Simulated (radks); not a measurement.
Eu8+, configuration [Kr] 4d10 4f5 5s2 5p2 (the NIST ground configuration). Method: scalar-relativistic Kohn-Sham, TASK exchange with Perdew-Wang LDA correlation, spin-unpolarised, spherical densities, finite nucleus; meta-GGA in the generalised Kohn-Sham scheme; Fermi nuclear charge, rms radius 5.1115 fm; computed with a radial shooting solver on a logarithmic mesh with Libxc functionals.

Local quantities along the radius. ELF = 1/(1 + alpha^2) is the electron localisation function; alpha = (tau - tau_W)/tau_unif compares the Pauli kinetic energy density with that of the uniform gas. tau is taken from the large components.

```
   r/bohr * ELF (the largest magnitude, 0.999, reaches the edge; | marks zero)
 0.001046 |                                                      *
 0.001198 |                                                      *
 0.001373 |                                                      *
 0.001572 |                                                      *
 0.001802 |                                                      *
 0.002064 |                                                      *
 0.002365 |                                                      *
 0.002709 |                                                      *
 0.003104 |                                                      *
 0.003556 |                                                      *
 0.004074 |                                                      *
 0.004668 |                                                      *
 0.005348 |                                                      *
 0.006127 |                                                      *
 0.007075 |                                                      *
 0.008106 |                                                      *
 0.009287 |                                                     *
  0.01064 |                                                     *
  0.01219 |                                                    *
  0.01397 |                                                   *
    0.016 |                                                *
  0.01833 |                                           *
    0.021 |                                    *
  0.02406 |                           *
  0.02757 |                    *
  0.03158 |                 *
  0.03618 |                  *
  0.04146 |                      *
   0.0475 |                             *
  0.05441 |                                   *
  0.06234 |                                       *
  0.07142 |                                        *
  0.08183 |                                     *
  0.09375 |                              *
   0.1074 |                      *
   0.1231 |                  *
    0.141 |                    *
   0.1615 |                            *
   0.1851 |                                    *
    0.212 |                                        *
   0.2429 |                                      *
   0.2783 |                             *
   0.3188 |                *
   0.3653 |           *
   0.4185 |                   *
   0.4794 |                                *
   0.5537 |                                       *
   0.6344 |                                      *
   0.7268 |                                 *
   0.8327 |                        *
    0.954 |                 *
    1.093 |               *
    1.252 |                  *
    1.435 |                      *
    1.644 |                       *
    1.883 |                 *
    2.157 |        *
    2.472 | *
    2.832 *
    3.244 *
    3.717 *
```

On this mesh the ELF has minima near r = 0.032, 0.12, 0.37, 1.1 bohr, which separate the shells, and maxima near 0.071 (0.74), 0.21 (0.74), 0.55 (0.72), 1.6 (0.44).
